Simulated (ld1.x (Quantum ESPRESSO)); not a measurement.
# Se: excitation energies, all-electron against TM

ld1.x (Quantum ESPRESSO) 7.5 input, shortened:

```
&input
   title='Se', zed=34., rel=1, dft='PZ', iswitch=3,
   config='[Ar] 3d10 4s2 4p4'
 /
 &inputp
   pseudotype=2, tm=.true., lloc=0,
   nlcc=.false.
 /
3
4P  2  1   4.00   0.00  1.85  1.85  0.0
3D  3  2  10.00   0.00  0.95  0.95  0.0
4S  1  0   2.00   0.00  1.20  1.20  0.0
 &test
   configts(1)='3d10 4s2 4p4'
 /
```

Energies are relative to the spin-unpolarised reference configuration 3d10 4s2 4p4; without spin polarisation the order of configurations can differ from experiment. Spin-polarised rows fill each open shell by Hund’s rule, majority spin first. Not all tests gave a result: 4 of 9 tests not solved or not reliable.

Q: Give the all-electron excitation energy and the error of the potential for: 3d10 4s2 4p3; 3d10 4s1 4p5; 3d10 4s2 4p4.3; 3d10 4s2 4p0; 3d10 4s2 4p4 (spin-polarised).

A:

```
        valence configuration  charge  ΔE all-electron (eV)  error AE − PS (meV)
                 3d10 4s2 4p3      +1                11.009                 -5.1
                 3d10 4s1 4p5       0                10.939                 -5.2
               3d10 4s2 4p4.3    -0.3                -1.637                 +0.1
                 3d10 4s2 4p0      +4               105.295                  +76
3d10 4s2 4p4 (spin-polarised)       0                -0.593                  +15
```

Levels in the configuration 3d10 4s2 4p0:

```
level  all-electron (eV)  pseudo (eV)
   3d           -104.653     -103.870
   4s            -62.192      -62.096
```

Note: ghost state, extra bound levels that the all-electron valence spectrum of the same l lacks: p at -195.1 eV. A true bound ghost makes a file unfit for plane-wave use.
